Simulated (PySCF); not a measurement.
**Sm⁵⁰⁺: ionisation energy**

Sm⁵⁰⁺ [Ne] 3s2 (1S) → Sm⁵¹⁺ [Ne] 3s1 (2S), as a difference of total energies. Calculation: PySCF 2.14, in an even-tempered Gaussian basis (17 s from 12 bohr⁻², ratio 2.5; 12 p from 15 bohr⁻², ratio 2.5; 4 d from 56 bohr⁻², ratio 2.7; 4 f from 84 bohr⁻², ratio 2.7); scalar relativity by spin-free X2C-1e. Correlated levels: outer shells: 1s2 frozen; virtual orbitals above 40 to 60 times the deepest correlated orbital energy dropped. The calculations carry no spin-orbit coupling.

```
                method  ionisation energy (eV)
                   UHF                  4549.7
    MP2 (outer shells)                  4553.2
SCS-MP2 (outer shells)                  4553.6
   CCSD (outer shells)                  4553.8
CCSD(T) (outer shells)                  4553.8
```

Problem. How much does correlation contribute at CCSD(T) (outer shells)?

Solution. 4553.8 − (4549.7) = 4.1 eV, measured against UHF.

Breit and QED terms and the two-electron picture change are absent.

For comparison: 4548 ± 4 eV (theoretical estimate listed by NIST; NIST Atomic Spectra Database, ionization energies).
